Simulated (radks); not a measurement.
The numbers below are computed, except where a source is named.
Valence configurations of Nd (all share [Xe]). Level of theory: scalar-relativistic Kohn-Sham, r2SCAN, spin-unpolarised, spherical densities, finite nucleus; meta-GGA in the generalised Kohn-Sham scheme; Fermi nuclear charge, rms radius 4.9123 fm (a radial shooting solver on a logarithmic mesh with Libxc functionals). Energies are relative to 4f4 6s2; eigenvalues in eV.

valence	E (eV)	e(4f)	e(5d)	e(6p)	e(6s)
4f4 6s2	0.000	-1.455	-	-	-3.567
4f3.5 6s2 6p0.5	0.978	-5.364	-	-1.703	-4.391
4f3 5d1 6s2	1.675	-6.643	-2.834	-	-3.963
4f4 6s1 6p1	2.371	-2.634	-	-1.780	-4.121
4f3 6s2 6p1	3.800	-9.817	-	-2.194	-5.195
4f3 5d1 6s1 6p1	4.343	-7.842	-3.757	-1.877	-4.507
4f6	7.276	-0.325	-	-	-
4f2 5d2 6s2	8.017	-12.820	-3.906	-	-4.234

NIST lists [Xe] 4f4 6s2 as the ground configuration; this level of theory agrees among the configurations tried. The energies are those of spherical spin-averaged densities, not of single terms. No valid solution was reached for [Xe] 4f4.5 6s1.5; [Xe] 4f5 5d1.
